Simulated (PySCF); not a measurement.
A structure optimised at PBE-D3(BJ)/def2-TZVP, used in a PySCF frequency run:

```
Si
O 1 1.5402
F 1 1.6109 2 127.13
```
Charge 0, spin multiplicity 2.

### Question
Write its SMILES, formula and point group.

### Answer
O=[Si]F, FOSi, Cs

### Question
What are its rotational constants (standard atomic weights)?

### Answer
66.436, 7.2607, 6.5453 GHz
